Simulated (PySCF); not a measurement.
C2H7AlOS, SMILES C[O][AlH][S]C.

Coordinates come from a PBE-D3(BJ)/def2-SVP optimisation. The structure was generated by enumeration; whether it is a known compound was not checked. One conformer was computed; it need not be the lowest.

The numbers are results of PySCF with PBE-D3(BJ)/def2-SVP, not measurements.

Frequencies are harmonic and unscaled.

Computed harmonic wavenumbers and intensities:
```json
[
 {"mode": "1", "ν (cm⁻¹)": "78", "IR (km/mol)": "0.8", "moving atoms (share of kinetic energy)": "H 83 %"},
 {"mode": "2", "ν (cm⁻¹)": "84", "IR (km/mol)": "0.1", "moving atoms (share of kinetic energy)": "H 27 %, O 22 %, C 20 %, S 18 %, Al 13 %"},
 {"mode": "3", "ν (cm⁻¹)": "89", "IR (km/mol)": "2.4", "moving atoms (share of kinetic energy)": "C 46 %, H 26 %, Al 15 %, O 10 %"},
 {"mode": "4", "ν (cm⁻¹)": "99", "IR (km/mol)": "3.0", "moving atoms (share of kinetic energy)": "H 77 %, O 16 %"},
 {"mode": "5", "ν (cm⁻¹)": "131", "IR (km/mol)": "5.2", "moving atoms (share of kinetic energy)": "H 50 %, O 24 %, Al 11 %, C 8 %"},
 {"mode": "6", "ν (cm⁻¹)": "153", "IR (km/mol)": "6.4", "moving atoms (share of kinetic energy)": "C 38 %, O 37 %, H 22 %"},
 {"mode": "7", "ν (cm⁻¹)": "253", "IR (km/mol)": "8.7", "moving atoms (share of kinetic energy)": "S 33 %, Al 22 %, C 21 %, O 15 %, H 10 %"},
 {"mode": "8", "ν (cm⁻¹)": "440", "IR (km/mol)": "83.6", "moving atoms (share of kinetic energy)": "H 81 %, Al 16 %"},
 {"mode": "9", "ν (cm⁻¹)": "469", "IR (km/mol)": "25.1", "moving atoms (share of kinetic energy)": "S 39 %, Al 39 %, H 15 %"},
 {"mode": "10", "ν (cm⁻¹)": "610", "IR (km/mol)": "136.8", "moving atoms (share of kinetic energy)": "H 74 %, O 15 %"},
 {"mode": "11", "ν (cm⁻¹)": "683", "IR (km/mol)": "9.0", "moving atoms (share of kinetic energy)": "C 59 %, S 31 %, H 9 %"},
 {"mode": "12", "ν (cm⁻¹)": "716", "IR (km/mol)": "112.1", "moving atoms (share of kinetic energy)": "Al 51 %, C 19 %, O 14 %, H 13 %"},
 {"mode": "13", "ν (cm⁻¹)": "933", "IR (km/mol)": "6.3", "moving atoms (share of kinetic energy)": "H 85 %, C 14 %"},
 {"mode": "14", "ν (cm⁻¹)": "954", "IR (km/mol)": "12.6", "moving atoms (share of kinetic energy)": "H 83 %, C 15 %"},
 {"mode": "15", "ν (cm⁻¹)": "1139", "IR (km/mol)": "56.1", "moving atoms (share of kinetic energy)": "H 65 %, C 23 %, O 11 %"},
 {"mode": "16", "ν (cm⁻¹)": "1145", "IR (km/mol)": "0.0", "moving atoms (share of kinetic energy)": "H 76 %, C 19 %"},
 {"mode": "17", "ν (cm⁻¹)": "1201", "IR (km/mol)": "308.4", "moving atoms (share of kinetic energy)": "O 52 %, C 33 %, H 12 %"},
 {"mode": "18", "ν (cm⁻¹)": "1281", "IR (km/mol)": "7.1", "moving atoms (share of kinetic energy)": "H 88 %, C 12 %"},
 {"mode": "19", "ν (cm⁻¹)": "1405", "IR (km/mol)": "3.2", "moving atoms (share of kinetic energy)": "H 96 %"},
 {"mode": "20", "ν (cm⁻¹)": "1411", "IR (km/mol)": "4.9", "moving atoms (share of kinetic energy)": "H 95 %"},
 {"mode": "21", "ν (cm⁻¹)": "1420", "IR (km/mol)": "1.1", "moving atoms (share of kinetic energy)": "H 97 %"},
 {"mode": "22", "ν (cm⁻¹)": "1426", "IR (km/mol)": "1.6", "moving atoms (share of kinetic energy)": "H 95 %"},
 {"mode": "23", "ν (cm⁻¹)": "1433", "IR (km/mol)": "29.5", "moving atoms (share of kinetic energy)": "H 89 %, C 9 %"},
 {"mode": "24", "ν (cm⁻¹)": "1907", "IR (km/mol)": "156.4", "moving atoms (share of kinetic energy)": "H 96 %"},
 {"mode": "25", "ν (cm⁻¹)": "2907", "IR (km/mol)": "125.4", "moving atoms (share of kinetic energy)": "H 97 %"},
 {"mode": "26", "ν (cm⁻¹)": "2982", "IR (km/mol)": "42.1", "moving atoms (share of kinetic energy)": "H 91 %, C 9 %"},
 {"mode": "27", "ν (cm⁻¹)": "2986", "IR (km/mol)": "26.1", "moving atoms (share of kinetic energy)": "H 98 %"},
 {"mode": "28", "ν (cm⁻¹)": "2993", "IR (km/mol)": "38.2", "moving atoms (share of kinetic energy)": "H 90 %, C 10 %"},
 {"mode": "29", "ν (cm⁻¹)": "3097", "IR (km/mol)": "2.8", "moving atoms (share of kinetic energy)": "H 90 %, C 10 %"},
 {"mode": "30", "ν (cm⁻¹)": "3104", "IR (km/mol)": "0.3", "moving atoms (share of kinetic energy)": "H 90 %, C 10 %"}
]
```
